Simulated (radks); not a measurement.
Values are calculated unless marked as measured or tabulated.
Excited configurations of Pt IV: one electron is placed in a higher orbital outside [Xe] 4f14 5d6. The ground configuration is [Xe] 4f14 5d7. Code: a radial shooting solver on a logarithmic mesh with Libxc functionals. Model: non-relativistic Kohn-Sham, LDA (Slater exchange, Perdew-Wang correlation), spin-unpolarised, spherical densities, point nucleus; relativity is left out, which matters for an element this heavy. Excitation = E - E(ground); binding = E(ion) - E, where the ion is the core of charge +4; n* = 4/sqrt(2 binding) in atomic units, and the quantum defect is n - n*.

outer orbital  excitation (eV)  binding (eV)     n*  eigenvalue (eV)  <r> (bohr)
5f                      31.563        15.468  3.752          -12.579       3.567
6s                      11.753        35.278  2.484          -30.981       2.485
6p                      18.722        28.309  2.773          -24.626       2.832
6d                      28.505        18.526  3.428          -16.003       3.836
6f                      36.876        10.155  4.630           -8.751       6.604
7s                      29.509        17.522  3.525          -15.610       4.805
7p                      31.998        15.033  3.805          -13.340       5.378
7d                      35.904        11.127  4.423           -9.810       6.827
7f                      40.020         7.011  5.572           -6.177       10.35

The Delta-SCF ionisation energy is 47.031 eV (NIST Atomic Spectra Database: 43 eV, theoretical). Self-interaction in the functional shifts the binding energies and quantum defects, so they are the method's values and not measured ones. Relativity is left out here, which matters for elements this heavy. Spin polarisation and multiplet splitting are left out, so open shells lie too high by an amount that depends on their filling.

Beside tabulated values, note that spin-unpolarised runs miss the spin-polarisation part of the exchange energy of open shells.
